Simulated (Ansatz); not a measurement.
Reaction (cleavage of the Si–Al bond): `[SiH3][CH2][AlH][SiH3]` + `[OH][Ge][O][SiH3]` → `[SiH3][O][Ge][O][SiH3]` + `[AlH2][CH2][SiH3]`

Isolated molecules relaxed with PBE0-D4/def2-TZVP in Ansatz; ΔE leaves out vibrations. CCSD(T)/CBS adds triple-zeta CCSD(T) − MP2 to the extrapolated MP2 energy (def2 sets, frozen cores). DFT in def2-TZVPP. For Ge outer-core shells are correlated without core-valence functions, which leaves a few kJ/mol of doubt a bond. Scalar relativity is left out up to krypton. Each species was taken in one conformer, which may not be the lowest.

Problem. Is it downhill or uphill in electronic energy at CCSD(T)/CBS, and by how much? (An estimate is asked.)

Solution. Computed: Downhill: ΔE = -0.98 eV.

Problem. What do these levels give: PBE-D4, PBE0-D4, B2PLYP, r2SCAN, HF/def2-TZVPP, MP2/def2-TZVPP, SCS-MP2/def2-TZVPP, CCSD(T)/def2-TZVPP, HF/def2-QZVPP, MP2/def2-QZVPP, MP2/CBS(def2), CCSD/CBS(def2)? (Estimate.)

Solution. The calculation gave: PBE-D4 -0.70, PBE0-D4 -0.79, B2PLYP -1.01, r2SCAN -0.89, HF/def2-TZVPP -1.23, MP2/def2-TZVPP -1.07, SCS-MP2/def2-TZVPP -1.11, CCSD(T)/def2-TZVPP -0.97, HF/def2-QZVPP -1.25, MP2/def2-QZVPP -1.08, MP2/CBS(def2) -1.07, CCSD/CBS(def2) -1.00 eV.

Largest T1 diagnostic among the species: 0.015.

The D4 term adds −0.06 eV with B3LYP and −0.03 eV with PBE0; it sums over pairs of atoms, weighted by their polarisabilities, and B3LYP, whose exchange is more repulsive, gets the larger term. From PBE to PBE0 (25 % exact exchange), in def2-TZVPP and without D4, ΔE moves by −0.09 eV.

B3LYP here is the variant with VWN-RPA as its local correlation; programs differ in this.
